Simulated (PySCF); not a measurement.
Energy landscape of H3 (cation, charge +1), singlet: symmetric bend, bond length relaxed. Scanned: H-H-H angle. Other coordinates (H-H bond length) were minimised at PBE0/def2-TZVP.

The free coordinates were minimised at PBE0/def2-TZVP in PySCF; the energy column is CCSD(T) on RHF/cc-pVTZ run with PySCF, in kcal/mol.

```
a / °  H-H bond length / Å     E
-----  -------------------  ----
180                  0.820  40.5
170                  0.820  40.2
160                  0.819  39.2
150                  0.817  37.5
140                  0.814  35.0
130                  0.812  31.9
120                  0.811  27.9
110                  0.811  23.2
100                  0.812  17.9
90                   0.817  12.2
80                   0.828   6.6
70                   0.848   2.0
60                   0.882   0.0
```
